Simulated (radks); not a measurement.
Spherical jellium clusters: N electrons in a uniform positive sphere of charge N and radius rs N^(1/3), rs = 4.18 bohr. Calculated with a radial shooting solver with Libxc functionals: non-relativistic Kohn-Sham, LDA (Slater exchange, Perdew-Wang correlation), spin-polarised, spherical densities. Levels are named by radial order and angular momentum (1s, 1p, 1d, 2s, ...), and open shells are averaged over m.

N = 16, configuration 1s2 1p6 1d(up 5, down 3). This is the lowest configuration that the search found. Occupied and some empty levels:

| level | occupation | eigenvalue (eV) | <r> (bohr) |
|---|---|---|---|
| 1s up | 1 | -4.8065 | 6.486 |
| 1s down | 1 | -4.6821 | 6.362 |
| 1p up | 3 | -3.9697 | 7.805 |
| 1p down | 3 | -3.8137 | 7.789 |
| 1d up | 5 | -2.9476 | 8.756 |
| 1d down | 3 | -2.7877 | 8.796 |
| 2s up | 0 | -2.5413 | 7.418 |
| 2s down | 0 | -2.4656 | 7.508 |
| 1f up | 0 | -1.7826 | 9.653 |
| 1f down | 0 | -1.6340 | 9.743 |
| 2p up | 0 | -1.2919 | 9.509 |
| 2p down | 0 | -1.2147 | 9.616 |

Energy (eV): total -29.2064, kinetic 25.925, external -782.78, Hartree 386.86, exchange-correlation -56.025, background 396.82.
